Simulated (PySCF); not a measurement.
F₂Hf, SMILES [F][Hf][F], multiplicity 1.

Geometry: r2SCAN-D4/def2-TZVP. The multiplicity is an assumed one; other spin states were not compared. The def2 effective core potentials stand for the cores of Hf; spin–orbit coupling is left out.

Two levels are set side by side: TDA-PBE/def2-TZVPD (PySCF) and TDA-ωB97X/def2-TZVPD (PySCF). Vertical, same geometry. The lowest singlet is HOMO→LUMO 97 % with PBE and HOMO→LUMO 79 %, HOMO→LUMO+3 19 % with the other functional; states are paired by order. Differences are taken from unrounded values.

```csv
quantity,TDA-ωB97X,TDA-PBE,TDA-PBE minus TDA-ωB97X
lowest singlet excitation (eV),2.01,1.97,-0.03
lowest triplet excitation (TDA) (eV),0.67,0.55,-0.12
first bright state (f over 0.05) (eV),3.08,3.15,0.07
its oscillator strength,0.10,0.10,0.01
```

Rough cost on one machine, each run with all the roots and properties that it gave: TDA-ωB97X against TDA-PBE about 4 times.
